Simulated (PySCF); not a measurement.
Input file for PySCF: R-M06-2X/def2-TZVPPD on H2O (SMILES O).

```python
from pyscf import gto, dft

mol = gto.M(
    atom='''
    O    -0.00000000   -0.00000000    0.38961139
    H    -0.00000000    0.76498632   -0.19485569
    H     0.00000000   -0.76498632   -0.19485569
    ''',
    basis='def2-tzvppd',
    charge=0, spin=0, verbose=4, max_memory=1800)
mf = dft.RKS(mol, xc='m062x').density_fit(auxbasis='def2-universal-jkfit')
mf.grids.level = 4
mf.conv_tol = 1e-9
mf.max_cycle = 150
mf.kernel()
mf.dip_moment()
```

It printed:

```
PySCF version 2.14.0

[INPUT] verbose = 4
[INPUT] num. atoms = 3
[INPUT] num. electrons = 10
[INPUT] charge = 0
[INPUT] spin (= nelec alpha-beta = 2S) = 0
[INPUT] symmetry False subgroup None
[INPUT] Mole.unit = angstrom
[INPUT] Symbol           X                Y                Z      unit          X                Y                Z       unit  Magmom
[INPUT]  1 O      0.000000000000   0.000000000000   0.389611390000 AA    0.000000000000   0.000000000000   0.736258822111 Bohr   0.0
[INPUT]  2 H      0.000000000000   0.764986320000  -0.194855690000 AA    0.000000000000   1.445614633839  -0.368223887913 Bohr   0.0
[INPUT]  3 H      0.000000000000  -0.764986320000  -0.194855690000 AA    0.000000000000  -1.445614633839  -0.368223887913 Bohr   0.0

nuclear repulsion = 9.14068918860721
number of shells = 28
number of NR pGTOs = 93
number of NR cGTOs = 74
basis = def2-tzvppd
ecp = {}


******** <class 'pyscf.df.df_jk.DFRKS'> ********
method = DFRKS
initial guess = minao
damping factor = 0
level_shift factor = 0
DIIS = <class 'pyscf.scf.diis.CDIIS'>
diis_start_cycle = 1
diis_space = 8
diis_damp = 0
SCF conv_tol = 1e-09
SCF conv_tol_grad = None
SCF max_cycles = 150
direct_scf = False
XC library pyscf.dft.libxc version 7.1.2
    S. Lehtola, C. Steigemann, M. J. T. Oliveira, and M. A. L. Marques,  SoftwareX 7, 1–5 (2018)
XC functionals = m062x
    Y. Zhao and D. G. Truhlar,  Theor. Chem. Acc. 120, 215 (2008)
    Y. Zhao and D. G. Truhlar,  Theor. Chem. Acc. 120, 215 (2008)
radial grids:
    Treutler-Ahlrichs [JCP 102, 346 (1995); DOI:10.1063/1.469408] (M4) radial grids

becke partition: Becke, JCP 88, 2547 (1988); DOI:10.1063/1.454033
pruning grids: <function nwchem_prune>
grids dens level: 4
symmetrized grids: False
atomic radii adjust function: <function treutler_atomic_radii_adjust>
small_rho_cutoff = 0
Set gradient conv threshold to 3.16228e-05
Initial guess from minao.
tot grids = 59680
******** <class 'pyscf.df.df.DF'> ********
auxbasis = def2-universal-jkfit
init E= -76.3195435227063
  HOMO = -0.452325087921999  LUMO = -0.00844265609365635  gap/eV = 12.07866
cycle= 1 E= -76.3718633042827  delta_E= -0.0523  |g|= 0.567  |ddm|= 0.862
  HOMO = -0.277078943110936  LUMO = 0.0146585190256013  gap/eV = 7.93858
cycle= 2 E= -76.3516416779092  delta_E= 0.0202  |g|= 0.689  |ddm|= 0.554
  HOMO = -0.406782490602048  LUMO = 0.00977314197816057  gap/eV = 11.33506
cycle= 3 E= -76.4310152078909  delta_E= -0.0794  |g|= 0.0271  |ddm|= 0.269
  HOMO = -0.402413251855208  LUMO = 0.0120131475988357  gap/eV = 11.27712
cycle= 4 E= -76.4311331430792  delta_E= -0.000118  |g|= 0.00365  |ddm|= 0.0162
  HOMO = -0.402994559303252  LUMO = 0.0118612404810037  gap/eV = 11.28880
cycle= 5 E= -76.4311361488378  delta_E= -3.01e-06  |g|= 0.000502  |ddm|= 0.0026
  HOMO = -0.403033692831613  LUMO = 0.0118626628022363  gap/eV = 11.28990
cycle= 6 E= -76.4311362485717  delta_E= -9.97e-08  |g|= 6.83e-05  |ddm|= 0.000782
  HOMO = -0.403035382190488  LUMO = 0.0118644388086352  gap/eV = 11.29000
cycle= 7 E= -76.4311362516908  delta_E= -3.12e-09  |g|= 6.88e-06  |ddm|= 0.000169
  HOMO = -0.403036621173925  LUMO = 0.0118645412302484  gap/eV = 11.29004
cycle= 8 E= -76.4311362517239  delta_E= -3.31e-11  |g|= 8.98e-07  |ddm|= 1.05e-05
  HOMO = -0.403036649384106  LUMO = 0.0118645550771792  gap/eV = 11.29004
Extra cycle  E= -76.4311362517245  delta_E= -5.54e-13  |g|= 3.04e-07  |ddm|= 1.11e-06
converged SCF energy = -76.4311362517245
Dipole moment(X, Y, Z, Debye): -0.00000,  0.00000, -1.88683
```

The run converged.

Cost: around 5 core-seconds (rough).
